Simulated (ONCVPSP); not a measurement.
aluminium (Al): excitation energies, all-electron against ONCV

Al (Z = 13), optimised norm-conserving Vanderbilt (ONCV), made with ONCVPSP 4.0.1 (PBE, fully relativistic). Core [Ne], reference 3s2 3p0.75 (charge +0.25). Waves: 3s: rc 1.65 bohr, ncon 4, nbas 9, qcut 4.4 1/bohr, 2 projectors, debl 2.8 Ha; 3p: rc 2.05 bohr, ncon 4, nbas 7, qcut 4.1 1/bohr, 2 projectors, debl 2 Ha. Local part: polynomial inside 1.15 bohr (lpopt 5, dvloc0 6 Ha). Core correction: Teter function, fcfact 2.5, rcfact 1.25.

Open shells are filled in proportion to 2j + 1.

Energies are relative to the spin-unpolarised reference configuration 3s2 3p0.75; without spin polarisation the order of configurations can differ from experiment.

```json
{"valence configuration": "3s2 3p1", "charge": "0", "ΔE all-electron (eV)": "-0.856", "error AE − PS (meV)": "-0.1"}
{"valence configuration": "3s2 3p0", "charge": "+1", "ΔE all-electron (eV)": "4.905", "error AE − PS (meV)": "-1.1"}
{"valence configuration": "3s1 3p0", "charge": "+2", "ΔE all-electron (eV)": "24.131", "error AE − PS (meV)": "+14"}
```

(1) What are ΔE and the potential's error for 3s1 3p1?

Levels in the configuration 3s1 3p1:

```tsv
level	all-electron (eV)	pseudo (eV)
3s j=1/2	-15.610	-15.599
3p j=3/2	-9.741	-9.739
3p j=1/2	-9.766	-9.764
```

Results:

(1) ΔE = 10.715 eV all-electron; the error (AE − PS) is +3.2 meV.
